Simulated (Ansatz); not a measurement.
Basis-set extrapolation for C₂H₇BOS, SMILES `COBCS` (PBE0-D4/def2-TZVP geometry, frozen core, the Gaussian-basis code of Ansatz). Multiplicity 1, RHF reference.

```
                      def2-TZVPP   def2-QZVPP
                 HF  -577.011781  -577.031820
    MP2 correlation    -0.862517    -0.925655
CCSD(T) correlation    -0.951221      not run
```

Energies in hartree. Use E(X) = E(∞) + A·exp(−7.88·√X) for Hartree–Fock and E(X) = E(∞) + B·X^(−2.97) for correlation, with X = 3 and 4, and add CCSD(T) minus MP2 of the smaller set to the MP2 limit.

**Question.** What is the CCSD(T) energy at the basis-set limit?

**Answer.** HF limit: -577.031820 + (-0.020039) × 0.13774 = -577.03458. MP2 limit: -0.925655 + (-0.063138) × 0.74074 = -0.97242. Higher-order term: -0.951221 − (-0.862517) = -0.08870. Total: -578.09570 hartree, 83.3 kcal/mol below CCSD(T)/def2-TZVPP.
